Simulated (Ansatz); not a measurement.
One change: `[Cl][Zr]([Cl])([Cl])[Br]` becomes `C#[C][Zr]([Cl])([Cl])[Cl]`.

Ansatz, PBE0-D4/def2-TZVP geometries, multiplicity 1. 

Elements past krypton have def2 core potentials. Scalar relativity is left out up to krypton.

```json
{"property": "LUMO energy (PBE0/def2-TZVPP) / eV", "`[Cl][Zr]([Cl])([Cl])[Br]`": "-2.70"}
{"property": "LUMO energy (ωB97M-V/def2-TZVPP) / eV", "`[Cl][Zr]([Cl])([Cl])[Br]`": "-0.63"}
{"property": "LUMO energy (B3LYP/def2-TZVPP) / eV", "`[Cl][Zr]([Cl])([Cl])[Br]`": "-2.87"}
{"property": "HOMO energy (PBE0/def2-TZVPP) / eV", "`[Cl][Zr]([Cl])([Cl])[Br]`": "-9.23"}
{"property": "size of the dipole moment (PBE/def2-TZVPP) / D", "`[Cl][Zr]([Cl])([Cl])[Br]`": "0.10"}
{"property": "zero-point energy (PBE0-D4/def2-TZVP) / kJ/mol", "`[Cl][Zr]([Cl])([Cl])[Br]`": "12.1"}
```

Question: What does the change do to each property? (Estimate.)

Answer: Ansatz gave: 
```csv
property,`C#[C][Zr]([Cl])([Cl])[Cl]`,shift
LUMO energy (PBE0/def2-TZVPP) / eV,-2.78,-0.08
LUMO energy (ωB97M-V/def2-TZVPP) / eV,-0.75,-0.12
LUMO energy (B3LYP/def2-TZVPP) / eV,-2.95,-0.08
HOMO energy (PBE0/def2-TZVPP) / eV,-8.78,0.45
size of the dipole moment (PBE/def2-TZVPP) / D,1.57,1.47
zero-point energy (PBE0-D4/def2-TZVP) / kJ/mol,57.3,45.2
```

With PBE0 the HOMO rises by 0.45 eV and the LUMO falls by 0.08 eV, so the gap narrows by about 0.53 eV. PBE moves the HOMO by 0.37 eV and ωB97M-V by 0.41 eV. The zero-point energy changes by 45.2 kJ/mol with +6 modes. Dipoles are sizes alone; their direction can turn.

B3LYP here is the variant with VWN-RPA as its local correlation; programs differ in this.

Spin–orbit coupling is left out; it splits and shifts lone-pair levels of the heavy atoms by tenths of an eV.
